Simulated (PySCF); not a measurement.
Several orderings of computed values.

Species are written as SMILES; each is one conformer at its optimised geometry, gas phase (atoms past krypton carry core potentials, spin–orbit coupling is left out); the electronic structure was computed with PySCF and density fitting.

Dipoles, sizes and rotational constants follow the conformer. The torsions of the flexible species, by atom-mapped SMILES:
- `[CH2:1]=[N:2][SiH2:3][O:4][C:5]([CH3:6])=[O:7]`: C1–N2–Si3–O4 -124°, N2–Si3–O4–C5 -177°, Si3–O4–C5–C6 180°
- `[CH2:1]=[N:2][CH2:3][C:4]([F:5])([F:6])[F:7]`: C1–N2–C3–C4 1°, N2–C3–C4–F5 180°
- `[CH3:1][O:2][SiH2:3][O:4][CH2:5][C:6]#[N:7]`: C1–O2–Si3–O4 177°, O2–Si3–O4–C5 176°, Si3–O4–C5–C6 -178°
- `[CH2:1]=[CH:2][O:3][SiH2:4][C:5]([NH2:6])=[O:7]`: C1–C2–O3–Si4 0°, C2–O3–Si4–C5 -179°, O3–Si4–C5–N6 1°, H–N6–C5–Si4 0°, H–N6–C5–Si4 179°
- `[NH2:1][C:2](=[O:3])[SiH2:4][AsH2:5]`: N1–C2–Si4–As5 169°, H–N1–C2–O3 180°, H–N1–C2–O3 -1°, H–As5–Si4–C2 -160°, H–As5–Si4–C2 -68°
- `[H]/[N:7]=[CH:6]\[SiH2:5][O:4][C:2]([CH3:1])=[O:3]`: C1–C2–O4–Si5 180°, C2–O4–Si5–C6 180°, O4–Si5–C6–N7 180°

(1) Rank by dipole moment, highest first (CAM-B3LYP/def2-SVPD at PBE0-D3(BJ)/def2-SVP geometries).
A. `C=CO[SiH2]C(N)=O`
B. `CC1=PC(F)=PC=C1`
C. `C(CO[SiH2]OC)#N`
D. `C=N[SiH2]OC(C)=O`
E. `C=NCC(F)(F)F`

(2) By how much do the two ends of that ranking differ?

(3) Rank by smallest rotational constant, lowest first (PBE0-D3(BJ)/def2-SVP).
A. `[H]/N=C\[SiH2]OC(C)=O`
B. `C=CO[SiH2]C(N)=O`
C. `O=C([SiH2][AsH2])N`
D. `C=NCC(F)(F)F`
E. `CO[SiH2]OCC#N`

(4) Rank by HOMO–LUMO gap, lowest first (CAM-B3LYP/def2-SVPD at PBE0-D3(BJ)/def2-SVP geometries).
A. `C=CO[SiH2]C(N)=O`
B. `C=NCC(F)(F)F`
C. `O([SiH2]N=C)C(=O)C`
D. `Cc1ccpc(F)p1`
E. `CO[SiH2]OCC#N`
F. `C[Si](C)(C)[O][W](=[O])(=[O])[O][Si](C)(C)C`

(5) Rank by electronic spatial extent ⟨r²⟩ about the centre of nuclear charge, highest first (CAM-B3LYP/def2-SVPD at PBE0-D3(BJ)/def2-SVP geometries).
A. `C=NCC(F)(F)F`
B. `CO[SiH2]OCC#N`
C. `CC1=PC(F)=PC=C1`
D. `C=N[SiH2]OC(C)=O`
E. `C=CO[SiH2]C(N)=O`
F. `CC(=O)O[SiH2]/C=N\[H]`

(6) Rank by lowest triplet excitation (Tamm–Dancoff), lowest first (TDA CAM-B3LYP/def2-SVPD at PBE0-D3(BJ)/def2-SVP geometries).
A. `C=CO[SiH2]C(N)=O`
B. `C[Si](C)(C)[O][W](=[O])(=[O])[O][Si](C)(C)C`
C. `Cc1ccpc(F)p1`
D. `[SiH2](N=C)OC(=O)C`

(7) Rank by HOMO energy, lowest first (CAM-B3LYP/def2-SVPD at PBE0-D3(BJ)/def2-SVP geometries).
A. `C=NCC(F)(F)F`
B. `Cc1ccpc(F)p1`
C. `[SiH2](/C=N\[H])OC(C)=O`
D. `NC([SiH2]OC=C)=O`
E. `C=N[SiH2]OC(C)=O`
F. `CO[SiH2]OCC#N`

## Answers

(1) C (5.46 D), A (3.51 D), B (3.35 D), D (2.12 D), E (0.80 D).

(2) By 4.66 D, between `CO[SiH2]OCC#N` and `C=NCC(F)(F)F`.

(3) E (0.750 GHz), A (0.892 GHz), B (0.952 GHz), C (1.006 GHz), D (1.916 GHz).

(4) D (7.21 eV), C (8.78 eV), A (9.35 eV), B (9.59 eV), F (9.78 eV), E (10.51 eV).

(5) B (1454 bohr²), C (1292 bohr²), F (1254 bohr²), D (1190 bohr²), E (1177 bohr²), A (669 bohr²).

(6) C (2.77 eV), D (3.46 eV), A (4.29 eV), B (5.16 eV).

(7) F (-9.97 eV), A (-9.23 eV), C (-8.91 eV), E (-8.78 eV), D (-8.62 eV), B (-8.35 eV).
